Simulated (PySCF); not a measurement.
## Si²⁺ (silicon, charge +2) across methods

[Ne] 3p2, high-spin 3P determinant (an excited configuration). Computed with PySCF 2.14 in aug-cc-pV(T+d)Z with one added diffuse shell each of s, p, d, f type (7s6p5d3f, 71 functions), with the non-relativistic Hamiltonian (point nucleus). The B2PLYP total includes its PT2 part (frozen core); its orbital energies are those of the SCF part.

| method | E (hartree) | mean ε 2p α (eV) | mean ε 2p β (eV) | mean ε 3p α (eV) | Σ⟨r²⟩ (bohr²) | ⟨S²⟩ |
| --- | --- | --- | --- | --- | --- | --- |
| revPBE | -287.8914 | -119.81 | -119.42 | -22.725 | 13.95 | 2.000 |
| M06-L | -287.9309 | -121.86 | -121.48 | -22.660 | 13.78 | 2.000 |
| PBE | -287.7933 | -119.85 | -119.43 | -22.723 | 13.93 | 2.000 |
| PBE0 | -287.8093 | -125.34 | -124.81 | -23.655 | 14.01 | 2.000 |
| B2PLYP | -287.8038 | -131.09 | -130.44 | -24.386 | 14.09 | 2.000 |
| LDA | -286.7714 | -119.82 | -119.38 | -22.644 | 13.87 | 2.000 |
| r2SCAN0 | -287.9002 | -126.77 | -126.23 | -23.736 | 14.02 | 2.000 |
| r2SCAN | -287.9141 | -121.87 | -121.43 | -22.876 | 13.95 | 2.000 |
| UHF | -287.44472 | -140.57 | -139.68 | -25.923 | 14.41 | 2.000 |
